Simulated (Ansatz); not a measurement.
Harmonic frequencies (cm⁻¹) at PBE0-D4/def2-TZVP from Ansatz: 255, 256, 306, 444, 444, 556, 853, 878, 878, 925, 1051, 1051, 1226, 1226, 1354, 1413, 1413, 1640, 1649, 1649, 3046, 3493, 3497, 3497, 3585, 3586, 3586.

Each molecule was computed in one conformer, which needn't be the lowest.

(1) Which molecule is it?
A. `CS[SiH2]S`
B. `[BH]1[AlH][O][GeH2]1`
C. `NC(N)N`
D. `C=C(C)B(C)F`

Results:

(1) C.
